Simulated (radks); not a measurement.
Species: Ir2+. Configuration: [Xe] 4f14 5d7. Method: non-relativistic Kohn-Sham, exchange-only LDA, spin-polarised, spherical densities, point nucleus; open shells are filled with parallel spins first (spin-orbit coupling, left out, can overturn this in heavy ions); relativity is left out, which matters for an element this heavy; computed with a radial shooting solver on a logarithmic mesh with Libxc functionals.

Local quantities along the radius. ELF = 1/(1 + alpha^2) is the electron localisation function; alpha = (tau - tau_W)/tau_unif compares the Pauli kinetic energy density with that of the uniform gas (summed over spins).

r (bohr),ELF,alpha
0.0008813,0.999,0.02311
0.001026,0.999,0.02381
0.001194,0.999,0.02465
0.001391,0.999,0.02568
0.001619,0.999,0.02692
0.001885,0.999,0.02845
0.002194,0.999,0.03033
0.002554,0.999,0.03269
0.002973,0.999,0.03567
0.003461,0.998,0.03949
0.00403,0.998,0.04447
0.004691,0.997,0.05105
0.005461,0.996,0.05996
0.006358,0.995,0.07229
0.007342,0.992,0.08869
0.008548,0.987,0.1137
0.009951,0.978,0.1513
0.01158,0.958,0.2094
0.01349,0.917,0.3011
0.0157,0.834,0.4463
0.01828,0.691,0.6682
0.02128,0.515,0.9699
0.02477,0.379,1.280
0.02884,0.329,1.428
0.03357,0.369,1.306
0.03908,0.485,1.030
0.0455,0.619,0.7846
0.05297,0.703,0.6497
0.06166,0.712,0.6362
0.07178,0.637,0.7552
0.08357,0.494,1.012
0.09729,0.382,1.271
0.1133,0.394,1.241
0.1319,0.523,0.9552
0.1535,0.659,0.7189
0.1787,0.698,0.6581
0.208,0.592,0.8295
0.2422,0.373,1.297
0.2819,0.288,1.572
0.3282,0.434,1.143
0.3821,0.643,0.7456
0.4448,0.724,0.6178
0.5178,0.682,0.6833
0.6029,0.521,0.9594
0.7018,0.329,1.427
0.817,0.294,1.551
0.9436,0.439,1.132
1.098,0.628,0.7692
1.279,0.690,0.6707
1.489,0.638,0.7536
1.733,0.508,0.9832
2.018,0.346,1.374
2.349,0.202,1.987
2.734,0.100,2.993
3.183,0.041,4.860
3.706,0.013,8.854
4.314,0.003,18.73
5.022,0.000,47.34
5.847,0.000,146.7
6.807,0.000,574.2

On this mesh the ELF has minima near r = 0.029, 0.097, 0.28, 0.82 bohr, which separate the shells, and maxima near 0.062 (0.71), 0.18 (0.70), 0.44 (0.72), 1.3 (0.69).
